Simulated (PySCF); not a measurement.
**Electron correlation in Ba (barium, neutral)**

[Xe] 5d2, high-spin 3F determinant (an excited configuration). Computed with PySCF 2.14 in x2c-TZVPPall with one added diffuse shell each of s, p, d type (12s8p7d2f1g, 94 functions), with scalar relativity by spin-free X2C-1e. Frozen: [Kr] 4d10; 10 electrons correlated.

```csv
level,correlation energy (mhartree)
CCSD,-197.06
(T),-5.89
CCSD(T),-202.95
```

Diagnostics: T1 = 0.0097, D1 = 0.0250, largest double amplitude 0.046.

**Question.** Is a single reference adequate?

**Answer.** Yes, within this model without spin-orbit coupling: T1 lies below 0.03 and no double amplitude reaches 0.07.

This basis was not built for core-valence correlation, so the inner-shell part is incomplete.
